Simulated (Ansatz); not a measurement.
System: C₃H₄Cl, net charge 0, doublet state. SMILES: [CH2]/C=C/Cl
Geometry: optimised at B3LYP-D3(BJ)/def2-TZVP (Ansatz, a quantum-chemistry and plane-wave program).

Wanted: enthalpy of formation at 298 K, in kcal/mol. Terms: UHF or UKS for open shells; six Cartesian d functions in 6-31G* and its kin unless marked 5d; LANL2DZ with its own core potentials from Na on; no dispersion term unless named; spin-orbit terms left out; non-relativistic; 6-311+G** with 5d, 6d on Na to Ar in Ansatz. First-principles rows: single points at B3LYP-D3(BJ) geometries (Ansatz), with unscaled harmonic terms from B3LYP/6-31G* (Ansatz) at its own minima, enthalpies of formation by atomisation with measured atoms.

| level | program | enthalpy of formation at 298 K (kcal/mol) |
|---|---|---|
| PBE/STO-3G | Ansatz | -111.9 |
| PBE/3-21G | Ansatz | 26.8 |
| PBE/LANL2DZ | Ansatz | 38.4 |
| PBE/6-31G* | Ansatz | 8.6 |
| PBE/def2-SVP | Ansatz | 3.0 |
| PBE/6-311+G** | Ansatz | 14.2 |
| PBE/def2-TZVPD | Ansatz | 8.3 |

No value to compare with is used here. The 6 habitual levels span -111.9 (PBE/STO-3G) to 38.4 kcal/mol (PBE/LANL2DZ); PBE/def2-TZVPD gives 8.3.

The sets are all those run for this method; left out are runs that failed, that the program found above a lower state of the same kind, or whose <S^2> lies over 0.5 above the pure value.
